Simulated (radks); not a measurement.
Q: Species: the technetium ion Tc15+. Configuration: [Ar] 3d8 4s2 (not the ground configuration). Method: scalar-relativistic Kohn-Sham, r2SCAN, spin-polarised, spherical densities, finite nucleus; open shells are filled with parallel spins first (spin-orbit coupling, left out, can overturn this in heavy ions); meta-GGA in the generalised Kohn-Sham scheme; Fermi nuclear charge, rms radius 4.4112 fm; computed with a radial shooting solver on a logarithmic mesh with Libxc functionals. Some entries of the table are withheld. Estimate them.

| orbital | occ. | eigenvalue (hartree) | <r^2> (bohr^2) |
|---|---|---|---|
| 1s down | 1 | -783.6729 | 0.001587 |
| 1s up | 1 | -783.6729 | 0.001587 |
| 2s up | 1 | -125.1341 | 0.02628 |
| 2s down | 1 | -124.9448 | 0.02623 |
| 2p up | 3 | -113.5034 | 0.02070 |
| 2p down | 3 | -113.3638 | 0.02065 |
| 3s up | 1 | -33.11590 | 0.1862 |
| 3s down | 1 | -32.90206 | 0.1870 |
| 3p up | 3 | -29.25201 | 0.1869 |
| 3p down | 3 | -29.02937 | 0.1880 |
| 3d up | 5 | -23.16868 | (1) |
| 3d down | 3 | -22.90507 | (2) |
| 4s up | 1 | (3) | (4) |
| 4s down | 1 | (5) | (6) |

A: 
(1) 3d up <r^2> (bohr^2): 0.1672
(2) 3d down <r^2> (bohr^2): 0.1690
(3) 4s up eigenvalue (hartree): -13.50807
(4) 4s up <r^2> (bohr^2): 0.8767
(5) 4s down eigenvalue (hartree): -13.46455
(6) 4s down <r^2> (bohr^2): 0.8828
